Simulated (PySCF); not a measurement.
**Pauling's electronegativity from computed bond energies: partners of Br**

PBE0 in PySCF with def2-TZVPP on every atom (core potentials on Cs), for the lowest determinant that a PBE0 search found; no spin–orbit coupling. De of Br2 is 2.26 eV.

| B | De(B₂) (eV) | De(BrB) (eV) |
| --- | --- | --- |
| K | 0.50 | 3.90 |
| Cs | 0.41 | 4.07 |
| Na | 0.69 | 3.71 |

Problem. With Δ = De(BrB) − [De(Br₂) + De(B₂)]/2, give Δ and the electronegativity difference √(Δ/eV).

Solution. 

```json
{"B": "K", "Δ (eV)": "2.52", "√Δ": "1.59"}
{"B": "Cs", "Δ (eV)": "2.73", "√Δ": "1.65"}
{"B": "Na", "Δ (eV)": "2.23", "√Δ": "1.49"}
```

The rule was made for single bonds and measured bond energies; here it is fed with computed well depths. With the arithmetic mean Δ turns negative when the two homonuclear bonds differ much, as for alkali hydrides.

Closed-shell solutions of metal pairs were not tested for spin polarisation, which can lower them a little. Weak bonds: Cs2. Basis-set superposition, not corrected here, can be much of De in a small basis, most of all at correlated wavefunction levels. Functionals without a dispersion term scatter widely for such bonds, and LDA overbinds them. These are scalar-relativistic numbers at best; spin–orbit coupling would shift them, the dissociation energy most.
